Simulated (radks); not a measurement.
Initial-state core-level shifts of neutral gallium when its valence configuration changes from [Ar] 3d10 4s2 4p1. All-electron calculation, Dirac Kohn-Sham, BLYP, spin-unpolarised, spherical densities, point nucleus; open shells fill j = l - 1/2 first. Program: a radial shooting solver on a logarithmic mesh with Libxc functionals. Shifts are changes of the shell-averaged eigenvalues in eV (positive: less bound).

3d9.5 4s2 4p1.5: 1s -5.000; 2s -5.463; 3s -4.794; 3p -4.694
3d9 4s2 4p2: 1s -10.241; 2s -11.232; 3s -9.727; 3p -9.518
3d10 4p3: 1s -3.645; 2s -3.475; 3s -3.611; 3p -3.607
3d9 4s1 4p3: 1s -12.001; 2s -12.924; 3s -11.459; 3p -11.245
3d8.5 4s2 4p2.5: 1s -15.782; 2s -17.355; 3s -14.843; 3p -14.521
3d10 4s1 4p2: 1s -1.870; 2s -1.786; 3s -1.853; 3p -1.851
3d10 4s1.5 4p1.5: 1s -0.966; 2s -0.923; 3s -0.956; 3p -0.955
3d9.5 4s1.5 4p2: 1s -5.896; 2s -6.324; 3s -5.680; 3p -5.578
3d8 4s2 4p3: 1s -21.561; 2s -23.772; 3s -20.079; 3p -19.638
